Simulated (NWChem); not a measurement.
Molecule: TiNH3OCl2; SMILES [NH2][Ti]([OH])([Cl])[Cl]

```xyz
8

Ti    -0.3608     0.0004    -0.0233
Cl     0.9061    -1.7919     0.2070
Cl     0.9086     1.7910     0.2070
O     -1.6778     0.0018     1.1158
H     -1.9121     0.0024     2.0488
N     -1.1215     0.0007    -1.6912
H     -2.1237     0.0036    -1.8665
H     -0.5924    -0.0013    -2.5612
```
Atoms are numbered in this order, from 1.

Results from NWChem. All runs use the structure optimised with PBE0/def2-SVP. Not confirmed as a minimum by frequencies. GIAO values for the isolated, static molecule; σ is the absolute isotropic shielding, δ = σ(reference) − σ with the isolated reference molecule computed at the same levels (1H: tetramethylsilane, 15N: ammonia, 17O: water).

Q: What does the run give for LDA (Slater exchange, VWN5)/pcSseg-1? Quantities: σ Ti1 (ppm); σ Cl2 (ppm); δ O4 (ppm); δ H5 (ppm); δ N6 (ppm); δ H7 (ppm); δ H8 (ppm).

A: 
| Quantity | Value |
|---|---|
| σ Ti1 (ppm) | -695.6 |
| σ Cl2 (ppm) | 256.0 |
| δ O4 (ppm) | 391.1 |
| δ H5 (ppm) | 7.21 |
| δ N6 (ppm) | 272.0 |
| δ H7 (ppm) | 8.42 |
| δ H8 (ppm) | 8.55 |
